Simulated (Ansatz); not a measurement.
Two isomers of C8H18O: A = `CCCCOCCCC`, B = `CCCCOC(C)(C)C`.

Program: Ansatz. Geometries: PBE0-D4/def2-TZVP. ΔE: electronic, gas phase. CBS: MP2 limit from def2 TZ/QZ plus the TZ coupled-cluster correction, frozen cores. DFT in def2-TZVPP. One conformer a species, not always the lowest.

(1) Which isomer does CCSD(T)/CBS put lower? Give the gap. (Best estimate.)

(2) Give E(B) − E(A) in kcal/mol with ωB97M-V, BLYP-D4, r2SCAN-D4, HF/def2-TZVPP, LDA (SPW92), CCSD(T)/def2-TZVPP, MP2/def2-TZVPP. (An estimate is asked.)

Largest T1 diagnostic: 0.010.

Answers

(1) Computed: B, by 7.6 kcal/mol.

(2) Ansatz gave: ωB97M-V -7.6, BLYP-D4 -6.8, r2SCAN-D4 -7.7, HF/def2-TZVPP -3.5, LDA (SPW92) -8.4, CCSD(T)/def2-TZVPP -7.7, MP2/def2-TZVPP -8.6. None reverses the order clearly.

In def2-TZVPP, CCSD(T) changes the Hartree–Fock value by −4.2 kcal/mol (the triples alone add −0.7 kcal/mol) and MP2 by −5.2 kcal/mol. Leaving LDA and LC-ωPBE aside and taking each functional with its dispersion term where it has one, the values, not all of them listed here, spread over 2.1 kcal/mol, from B97M-V to B2PLYP. LDA lies −3.6 kcal/mol from PBE without D4.
